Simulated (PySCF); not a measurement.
**`[BH3-][P@@H+](C)C1=CCCC1`, C6H14BP**

Molfile (atoms numbered from 1):
```
C6H14BP
     RDKit          3D

 22 22  0  0  0  0  0  0  0  0999 V2000
   -2.4903   -1.2414   -1.0504 B   0  0  0  0  0  0  0  0  0  0  0  0
   -1.4706    0.2731   -0.4753 P   0  0  1  0  0  0  0  0  0  0  0  0
   -2.0585    1.0381    1.0874 C   0  0  0  0  0  0  0  0  0  0  0  0
    0.2968    0.0489   -0.1953 C   0  0  0  0  0  0  0  0  0  0  0  0
    0.9028   -1.1350   -0.2051 C   0  0  0  0  0  0  0  0  0  0  0  0
    2.3783   -1.0195    0.0099 C   0  0  0  0  0  0  0  0  0  0  0  0
    2.5663    0.4453    0.4442 C   0  0  0  0  0  0  0  0  0  0  0  0
    1.2812    1.1728    0.0128 C   0  0  0  0  0  0  0  0  0  0  0  0
   -2.3702   -2.0143   -0.1459 H   0  0  0  0  0  0  0  0  0  0  0  0
   -3.6039   -0.8334   -1.1724 H   0  0  0  0  0  0  0  0  0  0  0  0
   -2.0019   -1.6186   -2.0679 H   0  0  0  0  0  0  0  0  0  0  0  0
   -1.4148    1.4261   -1.2663 H   0  0  0  0  0  0  0  0  0  0  0  0
   -3.1012    1.3238    0.9562 H   0  0  0  0  0  0  0  0  0  0  0  0
   -1.4717    1.9105    1.3677 H   0  0  0  0  0  0  0  0  0  0  0  0
   -2.0019    0.2868    1.8747 H   0  0  0  0  0  0  0  0  0  0  0  0
    0.4142   -2.0788   -0.3742 H   0  0  0  0  0  0  0  0  0  0  0  0
    2.9021   -1.2338   -0.9260 H   0  0  0  0  0  0  0  0  0  0  0  0
    2.7430   -1.7244    0.7579 H   0  0  0  0  0  0  0  0  0  0  0  0
    3.4550    0.8923    0.0028 H   0  0  0  0  0  0  0  0  0  0  0  0
    2.6677    0.4946    1.5289 H   0  0  0  0  0  0  0  0  0  0  0  0
    1.4218    1.7154   -0.9263 H   0  0  0  0  0  0  0  0  0  0  0  0
    0.9456    1.8910    0.7616 H   0  0  0  0  0  0  0  0  0  0  0  0
  1  2  1  0
  2  3  1  0
  2  4  1  0
  4  5  2  0
  5  6  1  0
  6  7  1  0
  7  8  1  0
  8  4  1  0
  1  9  1  0
  1 10  1  0
  1 11  1  0
  2 12  1  6
  3 13  1  0
  3 14  1  0
  3 15  1  0
  5 16  1  0
  6 17  1  0
  6 18  1  0
  7 19  1  0
  7 20  1  0
  8 21  1  0
  8 22  1  0
M  CHG  2   1  -1   2   1
M  END
```

Computed with GIAO CAM-B3LYP/pcSseg-1 magnetisability, rotational g tensor and spin-rotation constants, non-relativistic, gas phase in PySCF 2.14.0. Geometry: GFN2-xTB.

**Question.** Give the nuclear spin-rotation constants along the inertial axes (H = +C I·J) beside the isotropic shieldings.

**Answer.** Rotational constants 3.1363, 1.0581, 0.8785 GHz. A star marks the isotopologue with that one atom substituted, in its own axes.
```tsv
atom	isotope	Caa (kHz)	Cbb (kHz)	Ccc (kHz)	mean (kHz)	σ (ppm)
B1	11B	0.348	0.114	0.094	0.185	149.2
P2	31P	4.509	1.531	1.387	2.475	357.4
H9	1H	-0.297	-0.089	-0.001	-0.129	30.9
H10	1H	0.036	-0.095	-0.091	-0.050	31.0
H11	1H	-0.270	-0.038	-0.051	-0.120	31.0
H12	1H	-0.312	-0.075	0.017	-0.123	27.1
H13	1H	0.040	-0.118	-0.098	-0.059	30.5
H14	1H	-0.238	-0.019	-0.097	-0.118	30.2
H15	1H	-0.365	-0.115	0.010	-0.157	30.7
H16	1H	-0.194	0.054	-0.082	-0.074	24.9
H17	1H	-0.248	-0.069	-0.030	-0.115	29.1
H18	1H	-0.239	-0.109	0.001	-0.116	29.2
H19	1H	-0.066	-0.114	-0.050	-0.076	29.6
H20	1H	-0.309	-0.086	-0.007	-0.134	29.8
H21	1H	-0.342	-0.114	0.031	-0.141	29.3
H22	1H	-0.319	0.020	-0.085	-0.128	29.2
C3	13C*	0.418	0.139	0.115	0.224	174.8
C4	13C*	1.481	0.370	0.166	0.672	41.7
C5	13C*	1.542	0.418	0.178	0.713	23.4
C6	13C*	0.478	0.182	0.174	0.278	146.8
C7	13C*	0.456	0.151	0.158	0.255	158.7
C8	13C*	0.487	0.189	0.169	0.281	146.5
```
For the geometry as given, no vibrational averaging.

**Question.** How do the rotational constants and the g tensor change when H9, H10, H11, H12, H13, H14, H15, H16, H17, H18, H19, H20, H21, H22 are replaced by deuterium?

**Answer.** Constants 2.3885, 0.8844, 0.7324 GHz; g -0.0185, -0.0080, -0.0051, against -0.0244, -0.0095, -0.0062 before.
